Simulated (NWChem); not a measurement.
Everything below was run with NWChem. System: CHF$_{2}$, charge 0, spin multiplicity 2, displaced from the optimised geometry. The structure started from a generated list of species. Its SCF solution wasn't tested for a lower state. Level: UPBE0/def2-TZVP.

Job file:

```
start mol
memory heap 200 mb stack 900 mb global 1100 mb
geometry units angstroms nocenter noautoz
  F      0.235572    -0.077374     1.126636
  C     -0.451732     0.249137     0.000000
  F      0.235572    -0.077374    -1.126636
  H     -1.529908    -0.102095     0.000000
  symmetry group Cs
end
basis spherical
  * library def2-tzvp
end
dft
  xc pbe0
  odft
  mult 2
  semidirect memsize 60000000 filesize 0
  iterations 100
  convergence energy 1e-9 density 1e-8 gradient 1e-7
end
task dft gradient
```

NWChem printed:

```
             Northwest Computational Chemistry Package (NWChem) 7.3.0
             --------------------------------------------------------

                                NWChem Input Module
                                -------------------

 Scaling coordinates for geometry "geometry" by  1.889725989
 (inverse scale =  0.529177249)

 Turning off AUTOSYM since
 SYMMETRY directive was detected!

                             Geometry "geometry" -> ""
                             -------------------------

 Output coordinates in angstroms (scale by  1.889725989 to convert to a.u.)

  No.       Tag          Charge          X              Y              Z
 ---- ---------------- ---------- -------------- -------------- --------------
    1 F                    9.0000     0.23557200    -0.07737400     1.12663600
    2 C                    6.0000    -0.45173200     0.24913700     0.00000000
    3 F                    9.0000     0.23557200    -0.07737400    -1.12663600
    4 H                    1.0000    -1.52990800    -0.10209500     0.00000000

 Effective nuclear repulsion energy (a.u.)      68.4081193514

            Nuclear Dipole moment (a.u.)
            ----------------------------
        X                 Y               Z
 ---------------- ---------------- ----------------
    -0.0000075589    -0.0000094486     0.0000000000

      Symmetry information
      --------------------

 Group name             Cs
 Group number              2
 Group order               2
 No. of unique centers     3

      Symmetry unique atoms

     1    2    4


 Summary of "ao basis" -> "" (spherical)
 ------------------------------------------------------------------------------
       Tag                 Description            Shells   Functions and Types
 ---------------- ------------------------------  ------  ---------------------
 *                         def2-tzvp                  on all atoms

                                 NWChem DFT Module
                                 -----------------

 Summary of "ao basis" -> "ao basis" (spherical)
 ------------------------------------------------------------------------------
       Tag                 Description            Shells   Functions and Types
 ---------------- ------------------------------  ------  ---------------------
 F                         def2-tzvp                11       31   5s3p2d1f
 C                         def2-tzvp                11       31   5s3p2d1f
 H                         def2-tzvp                 4        6   3s1p

 Summary of "ao basis" -> "ao basis" (spherical)
 ------------------------------------------------------------------------------
       Tag                 Description            Shells   Functions and Types
 ---------------- ------------------------------  ------  ---------------------
 F                         def2-tzvp                11       31   5s3p2d1f
 C                         def2-tzvp                11       31   5s3p2d1f
 H                         def2-tzvp                 4        6   3s1p

      Symmetry analysis of basis
      --------------------------

        a'         57
        a"         42

  itol2e modified to match energy
  convergence criterion.
  tol_rho modified to match energy
  convergence criterion.

            General Information
            -------------------
          SCF calculation type: DFT
          Wavefunction type:  spin polarized.
          No. of atoms     :     4
          No. of electrons :    25
           Alpha electrons :    13
            Beta electrons :    12
          Charge           :     0
          Spin multiplicity:     2
          Use of symmetry is: on ; symmetry adaption is: on
          Maximum number of iterations: 100
          AO basis - number of functions:    99
                     number of shells:    37
          Convergence on energy requested:  1.00D-09
          Convergence on density requested:  1.00D-08
          Convergence on gradient requested:  1.00D-07

              XC Information
              --------------
                         PBE0 Method XC Functional
                     Hartree-Fock (Exact) Exchange  0.250
          PerdewBurkeErnzerhof Exchange Functional  0.750
            Perdew 1991 LDA Correlation Functional  1.000 local
           PerdewBurkeErnz. Correlation Functional  1.000 non-local

             Grid Information
             ----------------
          Grid used for XC integration:  medium
          Radial quadrature: Mura-Knowles
          Angular quadrature: Lebedev.
          Tag              B.-S. Rad. Rad. Pts. Rad. Cut. Ang. Pts.
          ---              ---------- --------- --------- ---------
          F                   0.50       49           7.0       434
          C                   0.70       49           7.0       434
          H                   0.35       45           7.0       434
          Grid pruning is: on
          Number of quadrature shells:   143
          Spatial weights used:  Erf1

          Convergence Information
          -----------------------
          Convergence aids based upon iterative change in
          total energy or number of iterations.
          Levelshifting, if invoked, occurs when the
          HOMO/LUMO gap drops below (HL_TOL):  1.00D-02
          DIIS, if invoked, will attempt to extrapolate
          using up to (NFOCK): 10 stored Fock matrices.

                    Damping( 0%)  Levelshifting(0.5)       DIIS
                  --------------- ------------------- ---------------
          dE  on:    start            ASAP                start
          dE off:    2 iters        100 iters           100 iters
[...]
 Vector   12  Occ=1.000000D+00  E=-4.326895D-01  Symmetry=a'
              MO Center= -2.4D-01, -1.5D-02,  2.6D-14, r^2= 1.9D+00
   Bfn.  Coefficient  Atom+Function         Bfn.  Coefficient  Atom+Function
  ----- ------------  ---------------      ----- ------------  ---------------
     6      0.303501  1 F  px                68      0.303501  3 F  px
     9      0.250801  1 F  px                71      0.250801  3 F  px
    95      0.202166  4 H  s                 37     -0.166897  2 C  px
    12      0.162262  1 F  px                74      0.162262  3 F  px
    35      0.133847  2 C  s                 94      0.127319  4 H  s

 Vector   13  Occ=0.000000D+00  E=-6.660406D-02  Symmetry=a'
              MO Center= -4.6D-01,  5.1D-01, -3.2D-15, r^2= 1.5D+00
   Bfn.  Coefficient  Atom+Function         Bfn.  Coefficient  Atom+Function
  ----- ------------  ---------------      ----- ------------  ---------------
    36      0.545381  2 C  s                 38      0.363081  2 C  py
    41      0.340694  2 C  py                96     -0.331419  4 H  s
    44      0.326196  2 C  py                35      0.199379  2 C  s
     7     -0.178018  1 F  py                69     -0.178018  3 F  py
    13     -0.175827  1 F  py                75     -0.175827  3 F  py

 Vector   14  Occ=0.000000D+00  E= 7.968078D-02  Symmetry=a'
              MO Center= -1.9D+00, -1.7D-01, -6.4D-14, r^2= 2.4D+00
   Bfn.  Coefficient  Atom+Function         Bfn.  Coefficient  Atom+Function
  ----- ------------  ---------------      ----- ------------  ---------------
    96      2.502854  4 H  s                 36     -1.481132  2 C  s
    43      0.652487  2 C  px                35     -0.525803  2 C  s
    44      0.442242  2 C  py                95     -0.219272  4 H  s
     5      0.168414  1 F  s                 67      0.168414  3 F  s
    37      0.164642  2 C  px                34     -0.160430  2 C  s

 Vector   15  Occ=0.000000D+00  E= 1.080793D-01  Symmetry=a"
              MO Center= -6.9D-01,  3.1D-01,  1.7D-13, r^2= 3.5D+00
   Bfn.  Coefficient  Atom+Function         Bfn.  Coefficient  Atom+Function
  ----- ------------  ---------------      ----- ------------  ---------------
    45      1.367555  2 C  pz                 5     -0.863804  1 F  s
    67      0.863804  3 F  s                 42      0.436359  2 C  pz
    12      0.270534  1 F  px                74     -0.270534  3 F  px
    39      0.240275  2 C  pz                14      0.169988  1 F  pz
    76      0.169988  3 F  pz                13     -0.130414  1 F  py

   alpha - beta orbital overlaps
   -----------------------------

   alpha      1      2      3      4      5      6      7      8      9     10
    beta      1      2      3      4      5      6      7      8      9     10
 overlap   1.000  1.000  1.000  1.000  1.000  0.994  0.998  0.989  0.975  0.951

   alpha     11     12     13     14     15     16     17     18     19     20
    beta     11     12     13     14     15     16     17     18     19     20
 overlap   0.952  0.993  0.975  0.998  0.998  0.995  0.983  0.985  0.993  0.998

   alpha     21     22     23     24     25     26     27     28     29     30
    beta     21     22     23     24     25     27     26     28     29     30
 overlap   0.998  1.000  0.996  0.997  0.998  0.982  1.000  0.976  0.997  0.993

   alpha     31     32     33     34     35     36     37     38     39     40
    beta     31     32     33     34     35     36     37     38     39     40
 overlap   1.000  0.985  0.987  0.999  0.951  0.953  1.000  1.000  0.998  0.999

   alpha     41     42     43     44     45     46     47     48     49     50
    beta     41     42     44     43     45     46     47     48     49     50
 overlap   0.998  1.000  0.998  0.999  0.999  0.999  0.999  0.994  0.993  0.996

   alpha     51     52     53     54     55     56     57     58     59     60
    beta     51     52     53     54     55     56     58     57     60     59
 overlap   1.000  0.994  0.986  0.994  0.939  0.940  0.771  0.790  0.994  0.994

   alpha     61     62     63     64     65     66     67     68     69     70
    beta     61     62     63     64     65     66     67     68     69     70
 overlap   0.999  0.999  0.996  0.990  0.742  0.990  0.741  0.999  0.999  1.000

   alpha     71     72     73     74     75     76     77     78     79     80
    beta     71     72     73     74     75     76     77     78     79     80
 overlap   1.000  1.000  0.983  0.972  0.999  0.999  0.977  0.998  0.999  1.000

   alpha     81     82     83     84     85     86     87     88     89     90
    beta     81     82     83     84     85     86     87     88     89     90
 overlap   0.999  1.000  0.999  0.999  1.000  1.000  1.000  1.000  1.000  1.000

   alpha     91     92     93     94     95     96     97     98     99
    beta     91     92     93     94     95     96     97     98     99
 overlap   0.987  1.000  0.987  1.000  1.000  1.000  1.000  1.000  1.000

     --------------------------
     Expectation value of S2:
     --------------------------
      <S2> =      0.7527 (Exact =     0.7500)

 center of mass
 --------------
 x =   0.07366739 y =  -0.00197159 z =   0.00000000

 moments of inertia (a.u.)
 ------------------
         175.740734957353           6.726451412305           0.000000000000
           6.726451412305         196.652916809794           0.000000000000
           0.000000000000           0.000000000000          27.931160004479

     Multipole analysis of the density
     ---------------------------------

     L   x y z        total         alpha         beta         nuclear
     -   - - -        -----         -----         ----         -------
     0   0 0 0     -0.000000    -13.000000    -12.000000     25.000000

     1   1 0 0     -0.574390      0.094167     -0.668549     -0.000008
     1   0 1 0     -0.048467     -0.491237      0.442780     -0.000009
     1   0 0 1      0.000000      0.000000     -0.000000      0.000000

     2   2 0 0    -10.463468    -14.149982    -12.611410     16.297924
     2   1 1 0      0.288249      2.043562      1.269921     -3.025233
     2   1 0 1      0.000000      0.000000     -0.000000      0.000000
     2   0 2 0    -11.971346     -8.091555     -5.631755      1.751965
     2   0 1 1      0.000000      0.000000      0.000000      0.000000
     2   0 0 2    -13.120417    -47.989405    -46.721105     81.590092

  itol2e modified to match energy
  convergence criterion.

            General Information
            -------------------
          SCF calculation type: DFT
          Wavefunction type:  spin polarized.
          No. of atoms     :     4
          No. of electrons :    25
           Alpha electrons :    13
            Beta electrons :    12
          Charge           :     0
          Spin multiplicity:     2
          Use of symmetry is: on ; symmetry adaption is: on
          Maximum number of iterations: 100
          AO basis - number of functions:    99
                     number of shells:    37
          Convergence on energy requested:  1.00D-09
          Convergence on density requested:  1.00D-08
          Convergence on gradient requested:  1.00D-07

              XC Information
              --------------
                         PBE0 Method XC Functional
                     Hartree-Fock (Exact) Exchange  0.250
          PerdewBurkeErnzerhof Exchange Functional  0.750
            Perdew 1991 LDA Correlation Functional  1.000 local
           PerdewBurkeErnz. Correlation Functional  1.000 non-local

             Grid Information
             ----------------
          Grid used for XC integration:  medium
          Radial quadrature: Mura-Knowles
          Angular quadrature: Lebedev.
          Tag              B.-S. Rad. Rad. Pts. Rad. Cut. Ang. Pts.
          ---              ---------- --------- --------- ---------
          F                   0.50       49           7.0       434
          C                   0.70       49           7.0       434
          H                   0.35       45           7.0       434
          Grid pruning is: on
          Number of quadrature shells:   143
          Spatial weights used:  Erf1

          Convergence Information
          -----------------------
          Convergence aids based upon iterative change in
          total energy or number of iterations.
          Levelshifting, if invoked, occurs when the
          HOMO/LUMO gap drops below (HL_TOL):  1.00D-02
          DIIS, if invoked, will attempt to extrapolate
          using up to (NFOCK): 10 stored Fock matrices.

                    Damping( 0%)  Levelshifting(0.5)       DIIS
                  --------------- ------------------- ---------------
          dE  on:    start            ASAP                start
          dE off:    2 iters        100 iters           100 iters

      Screening Tolerance Information
      -------------------------------
          Density screening/tol_rho:  1.00D-12
          AO Gaussian exp screening on grid/accAOfunc:  21
          CD Gaussian exp screening on grid/accCDfunc:  20
          XC Gaussian exp screening on grid/accXCfunc:  20
          Schwarz screening/accCoul:  1.00D-10

                            NWChem DFT Gradient Module
                            --------------------------

  charge          =   0.00
  wavefunction    = open shell

  Using symmetry

                         DFT ENERGY GRADIENTS

    atom               coordinates                        gradient
                 x          y          z           x          y          z
   1 F       0.445167  -0.146216   2.129033    0.015343  -0.005973   0.029872
   2 C      -0.853650   0.470801   0.000000   -0.004896   0.018668   0.000000
   3 F       0.445167  -0.146216  -2.129033    0.015343  -0.005973  -0.029872
   4 H      -2.891107  -0.192932   0.000000   -0.025791  -0.006722   0.000000

                 ----------------------------------------
                 |  Time  |  1-e(secs)   |  2-e(secs)   |
                 ----------------------------------------
                 |  CPU   |       0.01   |       3.86   |
                 ----------------------------------------
                 |  WALL  |       0.01   |       3.86   |
                 ----------------------------------------

 Task  times  cpu:        9.4s     wall:        9.4s

 Total times  cpu:        9.4s     wall:        9.4s
```
